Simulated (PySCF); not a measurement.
Coordinates in bohr (charge 0 multiplicity 2):
```
Ge   -0.0858    0.0000   -0.5465
O    -2.8016    0.0000    1.0707
F     2.6932    0.0000    1.2128
```

Level of theory: UPBE0 in PySCF with Ge def2-TZVP, O def2-TZVP, F def2-TZVP; no relativity; density-fitted integrals.

This geometry of GeOF is a stationary point at this level.

Question: What is the point group?

Answer: Cs.

Question: Is it a minimum?

Answer: Yes: all harmonic wavenumbers are real.

Question: List the harmonic modes with their infrared intensities.

Answer: 
```json
{"symmetry": "a'", "ω (cm⁻¹)": "185", "IR (km/mol)": "9.5"}
{"symmetry": "a'", "ω (cm⁻¹)": "671", "IR (km/mol)": "83.5"}
{"symmetry": "a'", "ω (cm⁻¹)": "776", "IR (km/mol)": "34.9"}
```

Question: Give the atomic charges and bond orders.

Answer: 
```json
{"atom": "Ge1", "Mulliken": "0.73", "Löwdin": "0.40", "polar tensor": "0.66", "spin (Mulliken)": "0.38", "Mayer order to Ge1": "–"}
{"atom": "O2", "Mulliken": "-0.39", "Löwdin": "-0.25", "polar tensor": "-0.18", "spin (Mulliken)": "0.55", "Mayer order to Ge1": "1.81"}
{"atom": "F3", "Mulliken": "-0.34", "Löwdin": "-0.15", "polar tensor": "-0.48", "spin (Mulliken)": "0.07", "Mayer order to Ge1": "0.95"}
```

This need not be the most stable arrangement of these atoms.
